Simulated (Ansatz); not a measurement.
The same path of ClF3H4NOTa (11 atoms, charge 0, multiplicity 1) was run twice with different band settings. Lost on the way: N8–H11. Made: O2–H11.

Theory: Ansatz, RKS PBE0-D4/def2-SVP.

Relaxed end points:

```xyz
11
Properties=species:S:1:pos:R:3
Ta 0.149 0.008 0.224
O 1.844 -0.785 0.404
H 2.618 -1.160 0.823
Cl -0.215 -0.327 2.551
F 0.647 0.847 -1.397
F -1.361 1.162 0.277
F -0.781 -1.451 -0.477
N 1.123 1.987 0.980
H 1.342 1.963 1.977
H 0.435 2.730 0.840
H 1.966 2.245 0.465
```

```xyz
11
Properties=species:S:1:pos:R:3
Ta -0.072 0.460 0.364
O 2.134 -0.136 0.351
H 2.224 -1.094 0.245
Cl -0.028 -0.224 2.628
F 0.311 1.125 -1.351
F -1.917 0.690 0.267
F 0.046 -1.352 -0.262
N 0.624 2.205 1.004
H 0.748 2.487 1.972
H 0.997 2.911 0.371
H 2.700 0.147 1.079
```

Common settings: movable images 5; climbing image yes; spring 5.0 eV/Å²; optimiser quadratic models (default); force threshold 0.03 eV/Å; iteration limit 60; end points relaxed.

| run | start path |
| --- | --- |
| 1 | through a guess of the saddle point |
| 2 | straight line |

**Question.** What does each run give, and how far can it be trusted?

**Answer.** Run 1: converged after 22 iterations, highest image 1.303 eV above the first end. A vibrational analysis at the climbing image gives one clearly imaginary mode, 957i cm⁻¹: a first-order saddle point.
Run 2: converged after 17 iterations, highest image 1.303 eV above the first end. Another band between the same ends (5 images) ends at a top of the same energy, where a vibrational analysis finds 1 clearly imaginary mode.
The orbitals stay closed-shell, which can raise the energy where a bond breaks towards radicals; this wasn't checked here.
